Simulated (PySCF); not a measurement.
**Radial density of B³⁺ (boron, charge +3)**

M06-L, 1s2, closed-shell 1S. Calculation: PySCF 2.14, in aug-cc-pVTZ (5s4p3d2f, 46 functions); no relativity, point nucleus.

```csv
r (bohr),4πr²ρ (e/bohr)
0.00612,0.03078
0.0103,0.08390
0.0173,0.2206
0.0291,0.5557
0.0490,1.290
0.0824,2.630
0.139,4.302
0.233,4.930
0.392,3.161
0.660,0.7793
1.11,0.03909
1.87,0.0002016
```
